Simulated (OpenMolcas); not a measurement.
# 4d6 along the 42-electron sequence

```json
{
 "Program": "OpenMolcas",
 "Method": "CASSCF",
 "Basis": "ANO-RCC-VTZP",
 "Scalar Hamiltonian": "DKH2, point nucleus",
 "Spin-orbit coupling": "state interaction with AMFI integrals over the reference wave functions, term energies averaged over their components"
}
```

Active space for each ion: 6 electrons in 10 orbitals (4d 5d).

Computed levels in cm-1 above 5D4:

```json
{"Level": "5D3", "Ru2+": "1102", "Rh3+": "1493", "Pd4+": "1986", "Ag5+": "2489"}
{"Level": "5D2", "Ru2+": "1777", "Rh3+": "2370", "Pd4+": "3083", "Ag5+": "3801"}
{"Level": "5D1", "Ru2+": "2207", "Rh3+": "2939", "Pd4+": "3818", "Ag5+": "4713"}
{"Level": "5D0", "Ru2+": "2415", "Rh3+": "3212", "Pd4+": "4165", "Ag5+": "5137"}
{"Level": "3H6", "Ru2+": "17503", "Rh3+": "19827", "Pd4+": "21798", "Ag5+": "24093"}
{"Level": "3H5", "Ru2+": "17873", "Rh3+": "20272", "Pd4+": "22294", "Ag5+": "24638"}
{"Level": "3P2(1)", "Ru2+": "18600", "Rh3+": "20942", "Pd4+": "22825", "Ag5+": "25102"}
{"Level": "3F4(1)", "Ru2+": "19871", "Rh3+": "22640", "Pd4+": "25136", "Ag5+": "28048"}
{"Level": "3F3(1)", "Ru2+": "20295", "Rh3+": "23040", "Pd4+": "25375", "Ag5+": "28104"}
{"Level": "weight of 5D in the lowest level (%)", "Ru2+": "99", "Rh3+": "99", "Pd4+": "98", "Ag5+": "98"}
```

Mixed levels, with the weight of the term that names them: Ru2+ 3F4(1) (71 %), Rh3+ 3F4(1) (64 %), Pd4+ 3F4(1) (57 %), Ag5+ 3F4(1) (53 %).

Measured, with the error of the calculation in %. Measured levels: Ru2+ from Moore, Atomic Energy Levels, vol. III, NSRDS-NBS 35 (1971 reprint of NBS Circular 467, 1958); Ag5+ from the list in Gamrath, thesis, University of Mons (2023).

| Level | Ru2+ | Ag5+ |
| --- | --- | --- |
| 5D3 | 1159 (-4.9) | 2692 (-7.5) |
| 5D2 | 1826 (-2.7) | 3953 (-3.8) |
| 5D1 | 2266 (-2.6) | 4941 (-4.6) |
| 5D0 | 2476 (-2.5) | 5380 (-4.5) |
| 3H6 |  | 21512 (+12.0) |
| 3H5 |  | 21812 (+13.0) |
| 3P2(1) |  | 21042 (+19.3) |
| 3F3(1) |  | 24441 (+15.0) |

The fine-structure level 5D0 changes by a factor of 2.13 from Ru2+ to Ag5+. Its fourth root runs 7.01, 7.53, 8.03, 8.47, with steps per unit of Z of 0.52, 0.51, 0.43; equal steps would mean a (Z - σ)^4 law with constant σ.

3H6 changes by a factor of 1.38 over the same range, with steps per unit of Z of +2320, +1970, +2300 cm-1.

Without dynamic correlation excited terms often stand tens of per cent too high (terms of higher spin than the ground term too low), and those without a measured partner can miss by more than the paired ones. Active for correlation alone: 5d; no level in the range computed is led by a configuration that fills it, so any true level of that kind is missing. Computed and measured levels are paired by configuration, term and J; levels that our copy of the source lacks, or whose pairing is in doubt (as where it misses far off the trend of its configuration), stay unpaired and out of the deviations. Only configurations of the active space appear.

A number in round brackets counts repeated terms of one configuration in the order of the reference energies.
